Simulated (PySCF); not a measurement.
Constitutional and geometric isomers with formula C3H4S. Gas-phase values, no solvent. One relaxed conformer stands for each flexible species; it need not be the lowest. Strings in code marks are SMILES.

The numbers are results of B3LYP-D3(BJ)/def2-TZVP // PBE0-D3(BJ)/def2-TZVP (PySCF), not measurements. B3LYP has the VWN-RPA correlation part, as in Gaussian. Delta-SCF ions had no search for a lower state. 

```json
[
 {"species": "`C#CSC`", "LUMO (eV)": "-0.43", "S1 oscillator strength": "0.000", "vertical ionisation energy (Delta-SCF) (eV)": "8.66"},
 {"species": "`C=C=CS`", "LUMO (eV)": "-0.53", "S1 oscillator strength": "(withheld)", "vertical ionisation energy (Delta-SCF) (eV)": "8.51"},
 {"species": "`C(C=C)=S` (C–C–C–S torsion 180°)", "LUMO (eV)": "-2.89", "S1 oscillator strength": "(withheld)", "vertical ionisation energy (Delta-SCF) (eV)": "8.65"},
 {"species": "`C#CCS`", "LUMO (eV)": "-0.18", "S1 oscillator strength": "(withheld)", "vertical ionisation energy (Delta-SCF) (eV)": "9.30"}
]
```

### Question
What belongs in the gaps?

### Answer

- `C=C=CS`, S1 oscillator strength: 0.000
- `C(C=C)=S` (C–C–C–S torsion 180°), S1 oscillator strength: 0.000
- `C#CCS`, S1 oscillator strength: 0.001
